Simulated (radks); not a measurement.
The numbers below are computed, except where a source is named.
The samarium ion Sm7+, 55 electrons, occupied as [Kr] 4d10 4f4 5s2 5p3. Code: a radial shooting solver on a logarithmic mesh with Libxc functionals. Model: scalar-relativistic Kohn-Sham, LB94 model potential, spin-polarised, spherical densities, finite nucleus; open shells are filled with parallel spins first (spin-orbit coupling, left out, can overturn this in heavy ions); Fermi nuclear charge, rms radius 5.0819 fm.

X-ray form factor f0, the Fourier transform of the density (f0(0) = 55):

sin(theta)/lambda (1/angstrom),f0 (electrons)
0.05,54.578
0.1,53.362
0.15,51.487
0.2,49.140
0.25,46.523
0.3,43.815
0.4,38.617
0.5,34.077
0.6,30.244
0.8,24.320
1,20.265
1.25,17.029
1.5,14.788
2,11.047
